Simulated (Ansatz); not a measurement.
Ideal-gas functions of `N[BH][SnH3]` at 800 K and 1 bar, from an Ansatz frequency run at PBE0-D4/def2-TZVP.

Molar mass 149.58 g/mol, point group Cs (symmetry number 1), electronic degeneracy 1, moments of inertia 18.079, 190.049, 200.559 u Å². Harmonic wavenumbers (cm⁻¹, unscaled): 88, 179, 327, 383, 509, 564, 660, 690, 738, 739, 889, 916, 1140, 1354, 1646, 1897, 1921, 1924, 2611, 3591, 3684.

Use S(trans) = R[1.5 ln M + 2.5 ln T − 1.1517]; rotational temperatures θ = 24.2544 K / I; S(rot) = R[ln(√π/σ · √(T³/θAθBθC)) + 1.5]; for each mode x = 1.438777 ν̃/T, S = R[x/(eˣ − 1) − ln(1 − e⁻ˣ)] and H = RT x/(eˣ − 1); 1 cm⁻¹ = 0.0119627 kJ/mol; R = 8.31446 J/(mol·K).

Q: By hand: the entropy, in J/(mol·K).

A: Translation 191.8. Rotation: θ = 1.3416, 0.1276, 0.1209 K, giving 116.7. Vibration, mode by mode: 23.65, 17.77, 12.85, 11.58, 9.33, 8.54, 7.36, 7.03, 6.55, 6.54, 5.25, 5.04, 3.66, 2.71, 1.79, 1.25, 1.20, 1.20, 0.44, 0.10, 0.08, in all 133.9. Electronic 0.0. Sum 442.4 J/(mol·K).

Q: By hand: H − E and G − E in kJ/mol, counted from the electronic energy.

A: Zero-point energy ½ × 26450 × 0.0119627 = 158.2; thermal vibration 55.0; translation, rotation and pV give 4 RT = 26.6. H − E = 239.8 kJ/mol, and G − E = 239.8 − 800 × 442.4/1000 = -114.1 kJ/mol.

Vibration gives 30 % of the entropy, 23.7 J/(mol·K) of it from the mode under 150 cm⁻¹: soft modes count most, and the harmonic formula is weakest for them. The sum counts one conformer and one mirror image; others add a mixing term.
